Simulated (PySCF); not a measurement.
Z-matrix (Å, degrees):
```
Ti
O 1 1.8078
H 2 0.9722 1 126.57
O 1 1.8078 2 107.92 3 -136.88
H 4 0.9722 1 126.69 2 -136.87
O 1 1.8078 2 110.19 3 -16.46
H 6 0.9722 1 126.56 2 -102.26
O 1 1.8082 2 110.21 3 102.66
H 8 0.9723 1 126.29 2 16.62
```
Charge 0, multiplicity 1.

Give the LUMO, charge on the central atom (Mulliken), charge on the central atom (meta-Löwdin), HOMO, HOMO–LUMO gap, dipole moment and total energy at the level TPSSh-D3(BJ)/def2-TZVP // TPSS-D3(BJ)/def2-SVP run with PySCF 2.14.0.


```yaml
LUMO: -1.79 eV
charge on the central atom (Mulliken): 1.51 e
charge on the central atom (meta-Löwdin): 1.45 e
HOMO: -8.05 eV
HOMO–LUMO gap: 6.26 eV
dipole_moment: 0.02 D
total_energy: -1153.1531 Ha
```
